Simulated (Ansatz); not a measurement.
Process, species as SMILES: [WH6] (WH6) -> [WH6] (WH6) as doublet, charge +1 + e-
Each molecule is optimised on its own at B3LYP-D3(BJ)/def2-TZVP (Ansatz, an electronic-structure program). High T1 diagnostic, so coupled cluster is less sure: [WH6] (WH6). [WH6] (WH6) as doublet, charge +1: The spin state was set by rule; other spins were not relaxed.

Property: adiabatic ionisation energy (electronic energy difference), in eV. Valence correlation only, unless marked. UHF or UKS for open shells. Spin-orbit coupling is left out. Frozen are the shells of the preceding noble gas and the d and f shells that filled before the atom's block. Past Kr the def2 sets carry scalar-relativistic core potentials. CBS marks a two-point X^-3 extrapolation of the correlation energy; Hartree-Fock from the larger set. [CCSD(T)-MP2]/basis is that difference in the basis named.

| level | program | adiabatic ionisation energy (eV) |
|---|---|---|
| PBE-D3(BJ)/def2-TZVPD | Ansatz + dftd3 | 8.62 |
| BLYP-D4/def2-TZVPD | Ansatz + dftd4 | 8.64 |
| B97M-V/def2-TZVPD | Ansatz | 8.64 |
| B3LYP-D3(BJ)/def2-TZVPD | Ansatz + dftd3 | 8.62 |
| B3LYP/def2-TZVPD | Ansatz | 8.62 |
| PBE0-D3(BJ)/def2-TZVP | Ansatz + dftd3 | 8.53 |
| PBE0-D4/def2-TZVP | Ansatz + dftd4 | 8.57 |
| PBE0-D4/def2-TZVPD | Ansatz + dftd4 | 8.55 |
| CAM-B3LYP-D4/def2-TZVPD | Ansatz + dftd4 | 8.63 |
| LC-wPBE-D4/def2-TZVPD | Ansatz + dftd4 | … |
| RPA@PBE/def2-TZVPP | Ansatz | … |
| RPA@PBE/def2-QZVPP | Ansatz | … |
| SCS-MP2/def2-SVP | Ansatz | 8.45 |
| RI-MP2/CBS(def2-TZVPPD,def2-QZVPPD)+[CCSD(T)-MP2]/def2-TZVPPD | Ansatz | 8.64 |

What belongs in the gaps?


- LC-wPBE-D4/def2-TZVPD, adiabatic ionisation energy (eV): 8.59
- RPA@PBE/def2-TZVPP, adiabatic ionisation energy (eV): 8.91
- RPA@PBE/def2-QZVPP, adiabatic ionisation energy (eV): 8.99
